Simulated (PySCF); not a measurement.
CH3NO2Si, singlet, at a GFN2-xTB geometry; MP2/def2-SVP (PySCF).

Input for PySCF:
```python
from pyscf import gto, scf, mp

mol = gto.Mole()
mol.atom = '''
    Si   -0.941940    0.729472   -0.040369
    O    -2.141178   -0.176633   -0.627693
    N     0.492131   -0.239868   -0.036500
    C     1.596517   -0.484344    0.322681
    O     2.669927   -0.801852    0.613509
    H    -0.635651    1.874032   -0.893480
    H    -1.371608    1.023422    1.314377
    H    -2.059592   -0.697048   -1.422849
'''
mol.basis = 'def2-svp'
mol.charge = 0
mol.spin = 0
mol.verbose = 4
mol.max_memory = 1800
mol.build()

mf = scf.RHF(mol)
mf.kernel()

pt = mp.MP2(mf, frozen=9)
pt.kernel()
print('E(MP2) = %.10f' % pt.e_tot)
```

**Question.** Write the output that PySCF gives for this input, abridged.

**Answer.** 
```
PySCF version 2.14.0

[INPUT] verbose = 4
[INPUT] num. atoms = 8
[INPUT] num. electrons = 46
[INPUT] charge = 0
[INPUT] spin (= nelec alpha-beta = 2S) = 0
[INPUT] symmetry False subgroup None
[INPUT] Mole.unit = angstrom
[INPUT] Symbol           X                Y                Z      unit          X                Y                Z       unit  Magmom
[INPUT]  1 Si    -0.941940000000   0.729472000000  -0.040369000000 AA   -1.780008625773   1.378502295539  -0.076286353923 Bohr   0.0
[INPUT]  2 O     -2.141178000000  -0.176633000000  -0.627693000000 AA   -4.046240003944  -0.333787994560  -1.186167860307 Bohr   0.0
[INPUT]  3 N      0.492131000000  -0.239868000000  -0.036500000000 AA    0.929992807408  -0.453284826047  -0.068975003547 Bohr   0.0
[INPUT]  4 C      1.596517000000  -0.484344000000   0.322681000000 AA    3.016979883212  -0.915277510076   0.609778715601 Bohr   0.0
[INPUT]  5 O      2.669927000000  -0.801852000000   0.613509000000 AA    5.045430802582  -1.515280672435   1.159363984956 Bohr   0.0
[INPUT]  6 H     -0.635651000000   1.874032000000  -0.893480000000 AA   -1.201206300806   3.541407228671  -1.688432497776 Bohr   0.0
[INPUT]  7 H     -1.371608000000   1.023422000000   1.314377000000 AA   -2.591963470262   1.933987289855   2.483812554427 Bohr   0.0
[INPUT]  8 H     -2.059592000000  -0.697048000000  -1.422849000000 AA   -3.892064808345  -1.317229815676  -2.688794926611 Bohr   0.0

nuclear repulsion = 206.182639568514
number of shells = 41
number of NR pGTOs = 153
number of NR cGTOs = 89
basis = def2-svp
ecp = {}

******** <class 'pyscf.scf.hf.RHF'> ********
method = RHF
initial guess = minao
damping factor = 0
level_shift factor = 0
DIIS = <class 'pyscf.scf.diis.CDIIS'>
diis_start_cycle = 1
diis_space = 8
diis_damp = 0
SCF conv_tol = 1e-09
SCF conv_tol_grad = None
SCF max_cycles = 50
direct_scf = True
direct_scf_tol = 1e-13
Set gradient conv threshold to 3.16228e-05
Initial guess from minao.
init E= -533.336300570955
  HOMO = -0.328355640689263  LUMO = 0.0741698296703133  gap/eV = 10.95328
cycle= 1 E= -532.398207194283  delta_E= 0.938  |g|= 0.792  |ddm|= 3.01
  HOMO = -0.441169122179252  LUMO = 0.119634742303414  gap/eV = 15.26025
cycle= 2 E= -532.484361492428  delta_E= -0.0862  |g|= 0.513  |ddm|= 0.871
  HOMO = -0.443586037497874  LUMO = 0.141013068788301  gap/eV = 15.90775
cycle= 3 E= -532.532601851417  delta_E= -0.0482  |g|= 0.0782  |ddm|= 0.382
  HOMO = -0.440391259771729  LUMO = 0.146783826184396  gap/eV = 15.97785
cycle= 4 E= -532.533954633335  delta_E= -0.00135  |g|= 0.0315  |ddm|= 0.0824
  HOMO = -0.4389854467736  LUMO = 0.148802778619864  gap/eV = 15.99453
cycle= 5 E= -532.534181838878  delta_E= -0.000227  |g|= 0.00598  |ddm|= 0.0315
  HOMO = -0.440306068085704  LUMO = 0.147954529225491  gap/eV = 16.00739
cycle= 6 E= -532.534192498058  delta_E= -1.07e-05  |g|= 0.00115  |ddm|= 0.00763
  HOMO = -0.440136028616745  LUMO = 0.147936889385152  gap/eV = 16.00228
cycle= 7 E= -532.534193253228  delta_E= -7.55e-07  |g|= 0.000463  |ddm|= 0.00239
  HOMO = -0.440178509250242  LUMO = 0.14794747751955  gap/eV = 16.00372
cycle= 8 E= -532.534193357302  delta_E= -1.04e-07  |g|= 0.000193  |ddm|= 0.000715
  HOMO = -0.440169073316039  LUMO = 0.147953088011479  gap/eV = 16.00362
cycle= 9 E= -532.534193389392  delta_E= -3.21e-08  |g|= 8.5e-05  |ddm|= 0.000403
  HOMO = -0.440164707978212  LUMO = 0.147954676800136  gap/eV = 16.00354
cycle= 10 E= -532.534193397144  delta_E= -7.75e-09  |g|= 3.68e-05  |ddm|= 0.000211
  HOMO = -0.44016644055479  LUMO = 0.14795709685519  gap/eV = 16.00366
cycle= 11 E= -532.534193398731  delta_E= -1.59e-09  |g|= 1.09e-05  |ddm|= 0.000108
  HOMO = -0.440167078418848  LUMO = 0.147956708852402  gap/eV = 16.00366
cycle= 12 E= -532.534193398866  delta_E= -1.35e-10  |g|= 2.97e-06  |ddm|= 3.45e-05
  HOMO = -0.440167076677295  LUMO = 0.147956763784851  gap/eV = 16.00366
Extra cycle  E= -532.534193398871  delta_E= -5.12e-12  |g|= 1.56e-06  |ddm|= 4.3e-06
converged SCF energy = -532.534193398871

******** <class 'pyscf.mp.mp2.RMP2'> ********
nocc = 14, nmo = 80
frozen orbitals 9
E(RMP2) = -533.267976932366  E_corr = -0.733783533494374
E(SCS-RMP2) = -533.247767732893  E_corr = -0.713574334022108
E_corr(same-spin) = -0.192652968659008
E_corr(oppo-spin) = -0.541130564835366
E(MP2) = -533.2679769324
```
